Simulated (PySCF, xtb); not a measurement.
Ga(F)(Me)(vinyl) (C3H6FGa), SMILES [CH3][Ga]([F])[CH]=C.

GFN2-xTB run with xtb at its own geometry gives an orbital gap of 4.08 eV and a dipole moment of 3.96 D.

Coordinates come from a ωB97X-D3(BJ)/def2-SVP optimisation. The structure was generated by enumeration; whether it is a known compound was not checked. The values are those of a single conformer.

**Question.** What does PySCF with PBE/def2-TZVP give? (Estimate from the structure and the level; the computed values follow.)

**Answer.** gap 4.51 eV (levels -6.75 and -2.24 eV), dipole 2.78 D.
